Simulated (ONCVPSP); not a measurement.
## Pseudopotential generation for holmium (Ho): ONCV, PBE, scalar-relativistic.

Input for ONCVPSP 4.0.1:

```
# ATOM AND REFERENCE CONFIGURATION
# atsym  z   nc   nv     iexc    psfile
  Ho 67.00    9    4        4      upf
#
#   n    l    f
    1    0    2.00
    2    0    2.00
    2    1    6.00
    3    0    2.00
    3    1    6.00
    3    2   10.00
    4    0    2.00
    4    1    6.00
    4    2   10.00
    4    3   11.00
    5    0    2.00
    5    1    6.00
    6    0    2.00
#
# PSEUDOPOTENTIAL AND OPTIMIZATION
# lmax
    3
#
#   l,   rc,      ep,       ncon, nbas, qcut
    0    2.30    0.00    3    6    4.80
    1    1.80    0.00    4    8    6.80
    2    2.40    0.09    4    7    3.60
    3    1.35    0.00    3    8   14.60
#
# LOCAL POTENTIAL
# lloc, lpopt,  rc(5),   dvloc0
    4    5    0.90    3.00
#
# VANDERBILT-KLEINMAN-BYLANDER PROJECTORs
# l, nproj, debl
    0    2    1.00
    1    2    1.90
    2    2    4.00
    3    2    3.90
#
# MODEL CORE CHARGE
# icmod, fcfact, rcfact
    3    4.75    1.60
#
# LOG DERIVATIVE ANALYSIS
# epsh1, epsh2, depsh
   -3.00    5.00    0.02
#
# OUTPUT GRID
# rlmax, drl
    6.00    0.01
#
# TEST CONFIGURATIONS
# ncnf
    4
# nvcnf
#   n    l    f
    4
    4    3   11.00
    5    0    2.00
    5    1    6.00
    6    0    1.00
#
    4
    4    3   11.00
    5    0    2.00
    5    1    6.00
    6    0    0.00
#
    4
    4    3   10.00
    5    0    2.00
    5    1    6.00
    6    0    0.00
#
    5
    4    3   11.00
    5    0    2.00
    5    1    6.00
    6    0    1.50
    5    2    0.50
#
```

Command:

```bash
oncvpsp.x < Ho.dat > Ho.out
```

Output (shortened: citation, most of the input echo, consistency checks and plot data are left out):

```
ONCVPSP  (Optimized Norm-Conservinng Vanderbilt PSeudopotential)
scalar-relativistic version 4.0.1

#   n    l    f        energy (Ha)
    1    0    2.00    -2.0396229E+03
    2    0    2.00    -3.4115578E+02
    2    1    6.00    -3.0220647E+02
    3    0    2.00    -7.6195124E+01
    3    1    6.00    -6.4295070E+01
    3    2   10.00    -4.9207431E+01
    4    0    2.00    -1.5049956E+01
    4    1    6.00    -1.1134771E+01
    4    2   10.00    -5.8488219E+00
    4    3   11.00    -1.1551181E-01
    5    0    2.00    -1.8513137E+00
    5    1    6.00    -9.5059201E-01
    6    0    2.00    -1.3922608E-01

Reference configufation results
  iterations    34
  all-electron total energy (Ha)   -1.26163487D+04

Begin loop to  construct optimized pseudo wave functions
and semi-local pseudopoentials for all angular momenta

Calculating optimized projector #   1

 for l=   0

    Fraction of norm inside rc  0.976980
    Optimizing pswf for qcut=   4.80 a_B^-1,  ecut=  11.52 Ha
    Residual kinetic energy error=  4.46D-06 Ha

    Energy error per electron        Cutoff
         Ha          eV             Ha
         0.01000     0.27211        3.24
         0.00100     0.02721        4.41
         0.00010     0.00272        8.58
         0.00001     0.00027       11.08

Calculating optimized projector #   2

 for l=   0

    Fraction of norm inside rc  0.078604
    Optimizing pswf for qcut=   4.80 a_B^-1,  ecut=  11.52 Ha
    Residual kinetic energy error=  7.95D-06 Ha

    Energy error per electron        Cutoff
         Ha          eV             Ha
         0.01000     0.27211        2.45
         0.00100     0.02721        4.44
         0.00010     0.00272        9.06
         0.00001     0.00027       11.68

   Wellstate for l =  1  n =  7
     eigenvalue =   0.9494
     asymptotic potential =   1.4494
     half-point radius =  5.0791

Calculating optimized projector #   1

 for l=   1

    Fraction of norm inside rc  0.736857
    Optimizing pswf for qcut=   6.81 a_B^-1,  ecut=  23.18 Ha
    Residual kinetic energy error=  1.26D-05 Ha

    Energy error per electron        Cutoff
         Ha          eV             Ha
         0.01000     0.27211       10.42
         0.00100     0.02721       16.51
         0.00010     0.00272       20.15
         0.00001     0.00027       24.34

Calculating optimized projector #   2

 for l=   1

    Fraction of norm inside rc  0.064864
    Optimizing pswf for qcut=   6.81 a_B^-1,  ecut=  23.18 Ha
    Residual kinetic energy error=  1.47D-05 Ha

    Energy error per electron        Cutoff
         Ha          eV             Ha
         0.01000     0.27211        5.80
         0.00100     0.02721       15.73
         0.00010     0.00272       20.19
         0.00001     0.00027       24.16

WARNING wellstate: moderately localized bound state found for n= 5 l=  2
WARNING scattering state with energy  0.05000000
WARNING will be used for the first projector

   Wellstate for l =  2  n =  6
     eigenvalue =   0.0500
     asymptotic potential =   0.5500
     half-point radius = 27.6273

   Wellstate for l =  2  n =  8
     eigenvalue =   4.0500
     asymptotic potential =   4.5500
     half-point radius =  4.0150

Calculating optimized projector #   1

 for l=   2

    Fraction of norm inside rc  0.069857
    Optimizing pswf for qcut=   3.59 a_B^-1,  ecut=   6.45 Ha
    Residual kinetic energy error=  8.36D-04 Ha

    Energy error per electron        Cutoff
         Ha          eV             Ha
         0.01000     0.27211        3.80
         0.00100     0.02721        6.26
         0.00010     0.00272       18.15
         0.00001     0.00027       28.63

Calculating optimized projector #   2

 for l=   2

    Fraction of norm inside rc  0.183234
    Optimizing pswf for qcut=   3.59 a_B^-1,  ecut=   6.45 Ha
    Residual kinetic energy error=  3.24D-01 Ha

    Energy error per electron        Cutoff
         Ha          eV             Ha
         0.01000     0.27211        9.44
         0.00100     0.02721       24.82
         0.00010     0.00272       37.06
         0.00001     0.00027       42.02

   Wellstate for l =  3  n =  6
     eigenvalue =   3.7845
     asymptotic potential =   4.2845
     half-point radius =  2.6842

Calculating optimized projector #   1

 for l=   3

    Fraction of norm inside rc  0.865359
    Optimizing pswf for qcut=  14.58 a_B^-1,  ecut= 106.36 Ha
    Residual kinetic energy error=  4.28D-05 Ha

    Energy error per electron        Cutoff
         Ha          eV             Ha
         0.01000     0.27211       72.79
         0.00100     0.02721       83.61
         0.00010     0.00272       94.75

Calculating optimized projector #   2

 for l=   3

    Fraction of norm inside rc  0.133060
    Optimizing pswf for qcut=  14.58 a_B^-1,  ecut= 106.36 Ha
    Residual kinetic energy error=  9.14D-07 Ha

    Energy error per electron        Cutoff
         Ha          eV             Ha
         0.01000     0.27211       72.03
         0.00100     0.02721       83.65
         0.00010     0.00272       92.46
         0.00001     0.00027       99.41

Construct Vanderbilt / Kleinmman-Bylander projectors

B matrix Hermiticity error, ll=   0
   1   2    1.3929E-04

  Orthonormal projector coefficients  1.5473E+01  1.1037E+00

B matrix Hermiticity error, ll=   1
   1   2   -1.8219E-04

  Orthonormal projector coefficients  1.2897E+01  1.2444E+00

B matrix Hermiticity error, ll=   2
   1   2   -6.3661E-05

  Orthonormal projector coefficients -7.2258E+00  5.5140E+00

B matrix Hermiticity error, ll=   3
   1   2   -7.9015E-04

  Orthonormal projector coefficients -1.3974E+01 -4.4274E+00

Model core correction analysis
  based on d2Exc/dn_idn_j

d2excae - all-electron derivatives

   -1.922635D-02   -1.214143D-02   -9.135914D-03   -1.243128D-03
   -1.214123D-02   -2.597474D-02   -2.255846D-02   -1.401340D-03
   -9.135727D-03   -2.255841D-02   -2.316724D-02   -2.670256D-03
   -1.242874D-03   -1.400924D-03   -2.669257D-03   -2.720860D-02

d2excps - pseudofunction derivatives with no core correction

   -3.692838D-02   -2.194424D-02   -1.207987D-02   -1.856910D-03
   -2.194437D-02   -2.421414D-02   -2.033754D-02   -1.459511D-03
   -1.207972D-02   -2.033724D-02   -2.390468D-02   -2.554109D-03
   -1.856695D-03   -1.458755D-03   -2.553108D-03   -2.721779D-02

rms 2nd derivative error    5.794335E-03

rmatch, rhocmatch    0.7393   37.0041

Teter function model core charge with specified parameters

d2excps - pseudofunction derivatives with core correction

   -2.032351D-02   -1.319559D-02   -8.853885D-03   -1.279212D-03
   -1.319556D-02   -1.648017D-02   -1.666604D-02   -1.003193D-03
   -8.853752D-03   -1.666585D-02   -2.110813D-02   -2.395697D-03
   -1.278974D-03   -1.002765D-03   -2.394696D-03   -2.718234D-02

rms 2nd derivative error    3.239277E-03

Pseudoatom total energy -166.078202

Diagnostic tests using Vanderbilt-Kleinman-Bylander pseudopotentials
  1 or more projectors used as specified by nproj input data

   l    rcore       rmatch      e in        delta e   norm test  slope test

   0   2.3037135   2.3736592  -1.8513137   0.0000052   1.0001894   1.0001791
   0   2.3037135   2.3736592  -0.1392261   0.0000031   1.0000351   0.9999986

   1   1.8026493   1.8573817  -0.9505920  -0.0000053   1.0000940   1.0001063
   1   1.8026493   1.8573817   0.9494080   0.0000079   1.0003595   1.0003595

   2   2.4022286   2.4751654   0.0500000   0.0000117   1.0001746   1.0001746
   2   2.4022286   2.4751654   4.0500000   0.0000289   1.0002162   1.0002162

   3   1.3527208   1.3937924  -0.1155118  -0.0000019   1.0002769   1.0002675
   3   1.3527208   1.3937924   3.7844882   0.0000748   1.0002847   1.0002847

 Testing for bound ghosts
   n   l    E NL Schr. Eq   E Basis Diag.   E Cutoff

       0                       -5.099495     24.38  WARNING - GHOST(-)
   1   0       -1.851308       -1.851265     24.38
   2   0       -0.139223       -0.117510     24.38

   2   1       -0.950597       -0.950473     93.19

       2                       -0.181200     44.67  WARNING - GHOST(-)
   3   2       -0.038269       -0.026009     44.67

   4   3       -0.115514       -0.113481    212.64

 Testing for highly-localized positive-energy ghosts
       l    <radius>/rc     E Basis Diag.   E Cutoff

       1        0.375139        3.844041     93.19  WARNING - GHOST(+)

Test configuration 0

   n   l     f        eae           eps        diff
   1   0  2.0000-2039.62290091
   2   0  2.0000 -341.15578145
   2   1  6.0000 -302.20646956
   3   0  2.0000  -76.19512378
   3   1  6.0000  -64.29507009
   3   2 10.0000  -49.20743062
   4   0  2.0000  -15.04995608
   4   1  6.0000  -11.13477119
   4   2 10.0000   -5.84882187
   4   3 11.0000   -0.11551181   -0.11551372   -1.91D-06
   5   0  2.0000   -1.85131365   -1.85130846    5.19D-06
   5   1  6.0000   -0.95059201   -0.95059735   -5.34D-06
   6   0  2.0000   -0.13922608   -0.13922294    3.14D-06

    Total energies and differences
      AE_ref= -1.26163487D+04  AE_tst= -1.26163487D+04  dif=  0.00D+00
      PS_ref= -1.66078202D+02  PS_tst= -1.66078202D+02  dif= -2.76D-12
      PSP excitation error=  2.76D-12

Test configuration 1

   n   l     f        eae           eps        diff
   1   0  2.0000-2039.86288166
   2   0  2.0000 -341.39475511
   2   1  6.0000 -302.44557870
   3   0  2.0000  -76.43277895
   3   1  6.0000  -64.53275153
   3   2 10.0000  -49.44523371
   4   0  2.0000  -15.28812980
   4   1  6.0000  -11.37314616
   4   2 10.0000   -6.08747897
   4   3 11.0000   -0.35465634   -0.35523607   -5.80D-04
   5   0  2.0000   -2.09299742   -2.09234609    6.51D-04
   5   1  6.0000   -1.19171163   -1.19135991    3.52D-04
   6   0  1.0000   -0.32895619   -0.32888101    7.52D-05

    Total energies and differences
      AE_ref= -1.26163487D+04  AE_tst= -1.26161160D+04  dif=  2.33D-01
      PS_ref= -1.66078202D+02  PS_tst= -1.65846292D+02  dif=  2.32D-01
      PSP excitation error=  7.21D-04

Test configuration 2

   n   l     f        eae           eps        diff
   1   0  2.0000-2040.14541002
   2   0  2.0000 -341.67540190
   2   1  6.0000 -302.72642396
   3   0  2.0000  -76.71130269
   3   1  6.0000  -64.81131332
   3   2 10.0000  -49.72398569
   4   0  2.0000  -15.56744280
   4   1  6.0000  -11.65275653
   4   2 10.0000   -6.36749108
   4   3 11.0000   -0.63498034   -0.63679419   -1.81D-03
   5   0  2.0000   -2.37646026   -2.37508468    1.38D-03
   5   1  6.0000   -1.47301098   -1.47213180    8.79D-04

    Total energies and differences
      AE_ref= -1.26163487D+04  AE_tst= -1.26156819D+04  dif=  6.67D-01
      PS_ref= -1.66078202D+02  PS_tst= -1.65412232D+02  dif=  6.66D-01
      PSP excitation error=  8.31D-04

Test configuration 3

psatom: WARNING lschvkbb convergence error n,l,iter=   4   3   3
ea(ii),et,emin,emax -1.155137E-01 -1.270651E-01 -1.270651E-01 -1.270651E-01
run_config: WARNING for fully non-local PS atom, stg. 1
 WARNING no output for configuration 4

Test configuration 4

   n   l     f        eae           eps        diff
   1   0  2.0000-2039.61123848
   2   0  2.0000 -341.14315284
   2   1  6.0000 -302.19385349
   3   0  2.0000  -76.18297394
   3   1  6.0000  -64.28291440
   3   2 10.0000  -49.19516391
   4   0  2.0000  -15.03748750
   4   1  6.0000  -11.12217135
   4   2 10.0000   -5.83595590
   4   3 11.0000   -0.10222752   -0.10306412   -8.37D-04
   5   0  2.0000   -1.83646558   -1.83748160   -1.02D-03
   5   1  6.0000   -0.93698632   -0.93689297    9.33D-05
   6   0  1.5000   -0.13567855   -0.13572592   -4.74D-05
   5   2  0.5000   -0.03296309   -0.03284418    1.19D-04

    Total energies and differences
      AE_ref= -1.26163487D+04  AE_tst= -1.26162980D+04  dif=  5.07D-02
      PS_ref= -1.66078202D+02  PS_tst= -1.66027195D+02  dif=  5.10D-02
      PSP excitation error= -3.54D-04
```

Note: ghosts flagged at negative energy: s at -138.8 eV, d at -4.9 eV; GHOST(+) flagged for p at 104.6 eV. A true bound ghost makes a file unfit for plane-wave use.

The run took about 5.5 s on one core of a shared server CPU.
